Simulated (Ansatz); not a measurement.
(NMe2)2Sn(OSiH2)2O (C4H16N2O3Si2Sn), relaxed as a singlet with RKS r2SCAN-D4/def2-SVP in Ansatz, starting from the GFN2-xTB geometry. Force threshold 0.03 eV/Å.

In the def2 sets Sn takes a core potential; there is no spin–orbit coupling.

Start:

```xyz
28

Sn   -0.3810    0.1067   -0.4870
N    -0.9918    2.1539    0.6891
C    -1.2622    1.7636    2.0321
C     0.1290    3.0338    0.5989
N    -0.1791   -1.3039   -2.2787
C    -1.4189   -1.8164   -2.7673
C     0.6757   -0.8119   -3.3114
O     1.6324    0.1100    0.1107
Si    2.2435   -0.4128    1.4983
O     1.1304   -1.0478    2.4900
Si   -0.2568   -1.8379    2.2081
O    -1.0117   -1.3295    0.8837
H    -2.1023    1.0689    2.0477
H    -1.5272    2.6570    2.6091
H    -0.3991    1.3003    2.5317
H    -0.1196    3.9654    1.1193
H     1.0355    2.6263    1.0646
H     0.3313    3.2602   -0.4495
H    -2.0722   -2.0429   -1.9247
H    -1.9274   -1.1412   -3.4693
H    -1.2118   -2.7527   -3.2977
H     0.1683   -0.1447   -4.0214
H     1.5282   -0.3044   -2.8600
H     1.0530   -1.6723   -3.8752
H     3.2349   -1.4327    1.1885
H     2.7231    0.7407    2.2637
H     0.0397   -3.2538    2.0329
H    -1.0639   -1.4818    3.3736
```

Estimate the energy that the relaxation releases and the steps that it takes.

158.2 kJ/mol, in 32 steps; 5.7 min on 4 threads of Arm Neoverse V1 on a shared host. No frequencies were taken in this run, so the end may be a saddle point.

Does the start keep its bonding?

By distances, no bond broke or formed. The bond that changes most is Sn1–N2, from 2.44 to 2.01 Å (atoms count from 1).

Predict the relaxed structure.


```xyz
28

Sn    0.020   -0.029    0.014
N    -1.063    1.608    0.465
C    -1.522    1.808    1.825
C    -0.841    2.827   -0.287
N    -0.072   -0.315   -1.976
C    -1.370   -0.329   -2.622
C     0.939   -1.125   -2.626
O     1.975   -0.068    0.413
Si    2.791   -0.957    1.547
O     1.716   -1.861    2.440
Si    0.128   -2.352    2.354
O    -0.688   -1.423    1.253
H    -1.666    0.838    2.325
H    -2.499    2.329    1.819
H    -0.825    2.418    2.437
H    -1.788    3.393   -0.378
H    -0.096    3.503    0.183
H    -0.494    2.594   -1.307
H    -2.080    0.311   -2.074
H    -1.284    0.073   -3.650
H    -1.811   -1.344   -2.700
H     1.123   -0.746   -3.650
H     1.889   -1.065   -2.073
H     0.652   -2.194   -2.717
H     3.743   -1.876    0.860
H     3.522   -0.055    2.479
H     0.086   -3.783    1.942
H    -0.483   -2.180    3.701
```
Bond lengths: 4 × C–N 1.45 Å; 4 × O–Si 1.66 Å; 2 × O–Sn 1.99 to 2.00 Å; 2 × N–Sn 2.01 Å; 12 × C–H 1.10 to 1.11 Å; 4 × H–Si 1.49 Å.
